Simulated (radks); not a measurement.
All-electron atom: the gallium ion Ga3+ in [Ar] 3d9 4s1 (not the ground configuration).

Calculated with a radial shooting solver on a logarithmic mesh with Libxc functionals: Dirac Kohn-Sham, XLYP, spin-unpolarised, spherical densities, finite nucleus; open shells are shared between the two j in proportion to 2j + 1; Fermi nuclear charge, rms radius 3.9973 fm.

Energy parts (Ry):
part                       energy
total                 -3883.73387
kinetic                3961.29619
electron-nucleus      -9281.97673
Hartree                1586.85777
exchange-correlation   -149.91109

Orbitals (lengths in bohr, moments of r in powers of bohr; r(max) is where P^2 peaks; r(90%) holds 90 % of the orbital's charge):
orbital,occ.,eigenvalue (Ry),r(max),<1/r>,r(90%),<r>
1s1/2,2,-755.2490,0.03178,31.31,0.0868,0.04859
2s1/2,2,-96.06627,0.1825,6.884,0.337,0.2176
2p1/2,2,-85.43218,0.1444,6.845,0.308,0.1883
2p3/2,4,-83.39759,0.1473,6.670,0.313,0.1918
3s1/2,2,-14.03906,0.5630,2.208,0.968,0.6473
3p1/2,2,-10.59165,0.5590,2.083,1.02,0.6643
3p3/2,4,-10.31888,0.5671,2.041,1.04,0.6746
3d3/2,3.6,-4.51162,0.5234,1.731,1.26,0.7506
3d5/2,5.4,-4.47458,0.5261,1.720,1.27,0.7552
4s1/2,1,-2.91622,1.667,0.6945,2.78,1.899

The highest occupied level is 4s1/2 at -39.677 eV. The electron density at the nucleus is 2.827e+04 e/bohr^3.
